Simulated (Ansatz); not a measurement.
Reaction: C2H4Si (ethynylsilane, SMILES [SiH3]C#C) → C2H3Si (SMILES C#C[SiH2], doublet) + H (doublet) (the H-Si bond breaks)
Each species at its own B3LYP-D3(BJ)/def2-TZVP minimum (Ansatz, a program for electronic structure).

Wanted: bond dissociation energy (electronic), in kJ/mol. Open shells are spin-unrestricted; no spin-orbit coupling. CBS(X,Y): correlation extrapolated as X^-3, Hartree-Fock from the larger set. A bracket is a step between two methods taken in the basis named. Functionals run without relativity, which enters their misses. 'core' is core correlation in cc-pwCVTZ (1s frozen past Ne), 'X2C' scalar relativity in cc-pVTZ-DK, both at CCSD(T). For partners of very few electrons the exact lower level stands in for a higher one. The UHF reference of C2H3Si (C#C[SiH2], doublet) is spin-contaminated (<S^2> up to 0.10 over the pure value in the sets run).

CCSD(T)/CBS(cc-pV(T+d)Z,cc-pV(Q+d)Z) + [CCSDT(Q) - CCSD(T)]/cc-pV(D+d)Z + core + X2C (Ansatz) gives 401.6 kJ/mol.

Question: What does PBE/def2-TZVPD (Ansatz) give here, and how do the other levels compare?

Answer: PBE gives 370.8 kJ/mol, 30.8 kJ/mol below it. Differences of the others: r2SCAN/def2-TZVPD (Ansatz) -25.5; B3LYP/def2-TZVPD (Ansatz) -11.3; PBE0/def2-TZVPD (Ansatz) -24.8; wB97M-V/def2-TZVPD (Ansatz) -0.4; CCSD(T)/CBS(cc-pV(T+d)Z,cc-pV(Q+d)Z) + core + X2C (Ansatz) 0.9 kJ/mol.
